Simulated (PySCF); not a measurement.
Computed shifts of a molecule C3H5ClOSi, PBE0/pcSseg-1 (PySCF), GIAO, gas phase, atoms alike by connectivity averaged where their shifts nearly agree, in ppm (number of nuclei): ²⁹Si: 18.8 (1). ¹³C: 179.7 (1), 96.9 (1), 66.0 (1). ¹H: 7.58 (1), 6.10 (1), 5.33 (1), 4.14 (2). References: ³⁵Cl against HCl (σ = 945.9 ppm); ²⁹Si against TMS (σ = 352.7 ppm); ¹³C against TMS (σ = 186.3 ppm); ¹⁷O against H2O (σ = 334.2 ppm); ¹H against TMS (σ = 31.56 ppm), references at their B3LYP-D3(BJ)/def2-TZVP geometries, non-relativistic (without spin–orbit terms, shifts of atoms bonded to Cl or Br come out too high). Geometry: B3LYP-D3(BJ)/def2-SVP. Other conformers were not sampled.

### Question
Pick the molecule that these values belong to.
A) Cl[Si@@H]1C=COC1
B) O=C1C[SiH](Cl)C1
C) C=C1OC[Si@H]1Cl
D) C#C[Si@@H](Cl)OC

### Answer
A, Cl[Si@@H]1C=COC1
